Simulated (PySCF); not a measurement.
CH8O3Si2, SMILES C[Si](O)(O)[SiH2]O. Coordinates come from a PBE-D3(BJ)/def2-SVP optimisation. The structure was generated by enumeration, and PubChem lists no compound with its InChIKey, so it may never have been made. Other conformers were not sampled.

Computed equilibrium geometry at PBE-D3(BJ)/def2-SVP (PySCF confirms it by a frequency run) as a Z-matrix (one conformer of several):
```
Si
O 1 1.6849
H 2 0.9816 1 109.37
O 1 1.6875 2 113.31 3 -89.84
H 4 0.9744 1 114.42 2 -64.80
C 1 1.8757 2 107.22 3 147.24
H 6 1.1083 1 111.38 2 177.07
H 6 1.1085 7 108.70 1 -122.21
H 6 1.1106 7 108.14 8 -116.40
O 3 2.1221 2 133.02 1 -21.42
H 10 0.9729 3 146.38 2 -162.20
Si 10 1.7101 11 116.81 3 -167.07
H 12 1.5097 10 111.26 11 -56.55
H 12 1.5133 13 106.69 10 -120.92
```
